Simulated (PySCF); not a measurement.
Br₃Sb, charge -1, doublet, at a GFN2-xTB geometry (a state made from the parent by changing its charge; the spin is typed, not shown lowest) (core potentials on Sb); DF-M06/def2-TZVP run with PySCF.

The PySCF input:
```python
from pyscf import gto, scf, dft

mol = gto.Mole()
mol.atom = '''
    Sb    0.48437488   -0.14074905    0.02308116
    Br   -0.13874346   -2.90734237    0.00130489
    Br    1.43832259    2.52971228    0.06062194
    Br   -2.00538253    0.58272157   -0.09555938
'''
mol.basis = 'def2-tzvp'
mol.ecp = {'Sb': 'def2-tzvp'}
mol.charge = -1
mol.spin = 1
mol.verbose = 4
mol.build()

mf = dft.UKS(mol)
mf.xc = 'm06'
mf = mf.density_fit(auxbasis='def2-universal-jkfit')
mf.kernel()
```

What the program printed (banner, timings and long lists left out):

```
PySCF version 2.14.0

[INPUT] verbose = 4
[INPUT] num. atoms = 4
[INPUT] num. electrons = 129
[INPUT] charge = -1
[INPUT] spin (= nelec alpha-beta = 2S) = 1
[INPUT] symmetry False subgroup None
[INPUT] Mole.unit = angstrom
[INPUT] Symbol           X                Y                Z      unit          X                Y                Z       unit  Magmom
[INPUT]  1 Sb     0.484374880000  -0.140749050000   0.023081160000 AA    0.915335864819  -0.265977156793   0.043617071037 Bohr   0.0
[INPUT]  2 Br    -0.138743460000  -2.907342370000   0.001304890000 AA   -0.262187140975  -5.494080829644   0.002465884723 Bohr   0.0
[INPUT]  3 Br     1.438322590000   2.529712280000   0.060621940000 AA    2.718035773875   4.780463383149   0.114558863740 Bohr   0.0
[INPUT]  4 Br    -2.005382530000   0.582721570000  -0.095559380000 AA   -3.789623756687   1.101184174177  -0.180581056833 Bohr   0.0

nuclear repulsion = 906.517085783112
number of shells = 64
number of NR pGTOs = 400
number of NR cGTOs = 194
basis = def2-tzvp
ecp = {'Sb': 'def2-tzvp'}

******** <class 'pyscf.df.df_jk.DFUKS'> ********
method = DFUKS
initial guess = minao
damping factor = 0
level_shift factor = 0
DIIS = <class 'pyscf.scf.diis.CDIIS'>
diis_start_cycle = 1
diis_space = 8
diis_damp = 0
SCF conv_tol = 1e-09
SCF conv_tol_grad = None
SCF max_cycles = 50
direct_scf = False
number electrons alpha = 65  beta = 64
XC library pyscf.dft.libxc version 7.1.2
    S. Lehtola, C. Steigemann, M. J. T. Oliveira, and M. A. L. Marques,  SoftwareX 7, 1–5 (2018)
XC functionals = m06
    Y. Zhao and D. G. Truhlar,  Theor. Chem. Acc. 120, 215 (2008)
    Y. Zhao and D. G. Truhlar,  Theor. Chem. Acc. 120, 215 (2008)
radial grids:
    Treutler-Ahlrichs [JCP 102, 346 (1995); DOI:10.1063/1.469408] (M4) radial grids

becke partition: Becke, JCP 88, 2547 (1988); DOI:10.1063/1.454033
pruning grids: <function nwchem_prune>
grids dens level: 3
symmetrized grids: False
atomic radii adjust function: <function treutler_atomic_radii_adjust>
small_rho_cutoff = 0
Set gradient conv threshold to 3.16228e-05
tot grids = 83232
******** <class 'pyscf.df.df.DF'> ********
auxbasis = def2-universal-jkfit
init E= -7920.97890151192

cycle= 1 E= -7959.808463097  delta_E= -38.8  |g|= 2.42  |ddm|= 10.8

cycle= 2 E= -7942.30038088172  delta_E= 17.5  |g|= 5.73  |ddm|= 23.6

cycle= 3 E= -7962.6010352132  delta_E= -20.3  |g|= 0.463  |ddm|=   23
cycle= 4 E= -7962.68766370805  delta_E= -0.0866  |g|= 0.32  |ddm|= 0.971
cycle= 5 E= -7962.73116353171  delta_E= -0.0435  |g|= 0.0421  |ddm|= 0.338
cycle= 6 E= -7962.73189706978  delta_E= -0.000734  |g|= 0.0188  |ddm|= 0.0652
cycle= 7 E= -7962.73205148464  delta_E= -0.000154  |g|= 0.00662  |ddm|= 0.0252
cycle= 8 E= -7962.73207455312  delta_E= -2.31e-05  |g|= 0.00175  |ddm|= 0.00972
cycle= 9 E= -7962.7320767512  delta_E= -2.2e-06  |g|= 0.000814  |ddm|= 0.00352
cycle= 10 E= -7962.73207731318  delta_E= -5.62e-07  |g|= 0.000273  |ddm|= 0.00164
cycle= 11 E= -7962.73207738882  delta_E= -7.56e-08  |g|= 6.45e-05  |ddm|= 0.000632
cycle= 12 E= -7962.73207739238  delta_E= -3.56e-09  |g|= 4.13e-05  |ddm|= 0.000152
cycle= 13 E= -7962.73207739368  delta_E= -1.29e-09  |g|= 1.16e-05  |ddm|= 7.16e-05
cycle= 14 E= -7962.73207739379  delta_E= -1.15e-10  |g|= 5.02e-06  |ddm|= 2.29e-05
Extra cycle  E= -7962.73207739379  delta_E= 5.46e-12  |g|= 6.27e-06  |ddm|= 1.29e-05
converged SCF energy = -7962.73207739379  <S^2> = 0.75214387  2S+1 = 2.0021427
```
